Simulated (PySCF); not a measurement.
C4H8S, SMILES CC1CSC1. Atoms are numbered in the order given.

```xyz
13

C      2.2139    -0.1867     0.0000
C      0.8181     0.4179     0.0000
C     -0.1287    -0.0125    -1.1420
S     -1.5628    -0.0674     0.0000
C     -0.1287    -0.0125     1.1420
H      2.7821     0.1275    -0.8907
H      2.7821     0.1275     0.8907
H      2.1639    -1.2882     0.0000
H      0.8847     1.5181     0.0000
H     -0.2351     0.6917    -1.9803
H      0.1070    -1.0135    -1.5384
H     -0.2351     0.6917     1.9803
H      0.1070    -1.0135     1.5384
```
Charge 0, spin multiplicity 1.

Coordinates come from a ωB97X-D3(BJ)/def2-SVP optimisation.

All values below come from PySCF with PBE/pcSseg-1.

GIAO shieldings, no solvent; atoms listed in one row are averaged. δ = σ(ref) − σ: ¹³C against TMS (σ = 182.0 ppm); ³³S against H2S (σ = 706.5 ppm); ¹H against TMS (σ = 31.49 ppm), references at their B3LYP-D3(BJ)/def2-TZVP geometries, non-relativistic.

```json
[
 {"nucleus": "¹³C", "atoms": "C3, C5", "count": "2", "δ (ppm)": "42.8"},
 {"nucleus": "¹³C", "atoms": "C2", "count": "1", "δ (ppm)": "42.8"},
 {"nucleus": "¹³C", "atoms": "C1", "count": "1", "δ (ppm)": "27.0"},
 {"nucleus": "³³S", "atoms": "S4", "count": "1", "δ (ppm)": "198.5"},
 {"nucleus": "¹H", "atoms": "H9", "count": "1", "δ (ppm)": "3.68"},
 {"nucleus": "¹H", "atoms": "H13, H11", "count": "2", "δ (ppm)": "3.35"},
 {"nucleus": "¹H", "atoms": "H12, H10", "count": "2", "δ (ppm)": "3.14"},
 {"nucleus": "¹H", "atoms": "H6, H7, H8", "count": "3", "δ (ppm)": "1.31"}
]
```
